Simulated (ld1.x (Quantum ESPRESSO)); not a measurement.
V (Z = 23): excitation energies, all-electron against TM

ld1.x (Quantum ESPRESSO) 7.5 input, shortened:

```
&input
   title='V', zed=23., rel=1, dft='PBESOL', iswitch=3,
   config='[Ar] 3d3 4s2 4p0'
 /
 &inputp
   pseudotype=2, tm=.true., lloc=0,
   nlcc=.false.
 /
3
4P  2  1   0.00   0.00  2.65  2.65  0.0
3D  3  2   3.00   0.00  2.00  2.00  0.0
4S  1  0   2.00   0.00  2.60  2.60  0.0
 &test
   configts(1)='3d3 4s2 4p0'
 /
```

Energies are relative to the spin-unpolarised reference configuration 3d3 4s2 4p0; without spin polarisation the order of configurations can differ from experiment.

```csv
valence configuration,charge,ΔE all-electron (eV),error AE − PS (meV)
3d3 4s1 4p0,+1,7.750,-3.3
3d3 4s0 4p0,+2,21.953,+56
3d2 4s0 4p0,+3,50.802,+0.3
3d3.5 4s1.5 4p0,0,0.052,-34
3d3 4s1 4p1,0,3.368,+1.7
3d4 4s1 4p0,0,0.581,-123
```

**Question.** What are ΔE and the potential's error for 3d2 4s2 4p0?

**Answer.** ΔE = 10.996 eV all-electron; the error (AE − PS) is -98 meV.

ld1.x printed “convergence not achieved” for 5 of the counted tests; their residual had stalled under 1e-8, short of the target of 1e-14.
